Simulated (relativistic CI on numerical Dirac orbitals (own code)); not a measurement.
## La II: what numerical and physical settings do to a radial Dirac CI calculation

Reference input:

```
atom La  Z=57  charge=1  electrons=56
nucleus A=139  rms_radius_fm=4.8550
hamiltonian dirac-coulomb  breit=on  qed=on  c_scale=1
orbitals kli  potential=per-configuration
slater_scale 1
correlation none
mixing on
grid step=0.0125 r_max=129.7
scf mixing=0.4 start=green max_iterations=150 tolerance=2e-08 node_fill=0.05
configurations
  [Xe] 5d2
  [Xe] 6s2
  [Xe] 4f 6s
  [Xe] 5d 6p
  [Xe] 6s 6p
end
```

Computed lowest total energy -8481.86766 Ha, first excitation 606.5 cm⁻¹, 60 SCF steps. Runs with settings changed; * marks those that are bad on purpose:

```tsv
Changed	Outcome	Lowest level	ΔE (Ha)	First excitation (cm⁻¹)	SCF steps	Message
start potential bare	converged	5d² ³F2	-1.35e-09	606.5	103	
start potential previous	converged	5d² ³F2	9.09e-11	606.5	53	
Slater scale 0.6	converged	5d² ³F2	0.00785	617.8	60	
nuclear radius 4855.0 fm *	converged	4f6s ³F°2	3660	66.9	60	
Slater scale -1 *	converged	5d² ¹S0	-0.0714	16059.7	60
```

With so few configurations and no correlation, terms lie too far apart (by 10 to 50 % near neutrality), their order can be wrong, and levels of other configurations are missing.
